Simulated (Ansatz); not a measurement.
Ideal-gas functions of BrCl$_{3}$Si (`Cl[Si](Cl)(Cl)Br`) at 800 K and 1 bar, from an Ansatz frequency run at PBE0-D4/def2-TZVP.

Molar mass 214.35 g/mol, point group C3v (symmetry number 3), electronic degeneracy 1, moments of inertia 386.105, 575.892, 575.894 u Å². Harmonic wavenumbers (cm⁻¹, unscaled): 127, 127, 187, 202, 202, 368, 555, 619, 619.

Use S(trans) = R[1.5 ln M + 2.5 ln T − 1.1517]; rotational temperatures θ = 24.2544 K / I; S(rot) = R[ln(√π/σ · √(T³/θAθBθC)) + 1.5]; for each mode x = 1.438777 ν̃/T, S = R[x/(eˣ − 1) − ln(1 − e⁻ˣ)] and H = RT x/(eˣ − 1); 1 cm⁻¹ = 0.0119627 kJ/mol; R = 8.31446 J/(mol·K).

**Question.** By hand: the entropy, in J/(mol·K).

**Answer.** Translation 196.3. Rotation: θ = 0.0628, 0.0421, 0.0421 K, giving 129.3. Vibration, mode by mode: 20.61, 20.61, 17.41, 16.78, 16.78, 11.90, 8.67, 7.84, 7.84, in all 128.4. Electronic 0.0. Sum 454.0 J/(mol·K).

**Question.** By hand: H − E and G − E in kJ/mol, counted from the electronic energy.

**Answer.** Zero-point energy ½ × 3006 × 0.0119627 = 18.0; thermal vibration 44.3; translation, rotation and pV give 4 RT = 26.6. H − E = 88.9 kJ/mol, and G − E = 88.9 − 800 × 454.0/1000 = -274.3 kJ/mol.

Vibration gives 28 % of the entropy, 41.2 J/(mol·K) of it from the modes under 150 cm⁻¹: soft modes count most, and the harmonic formula is weakest for them.
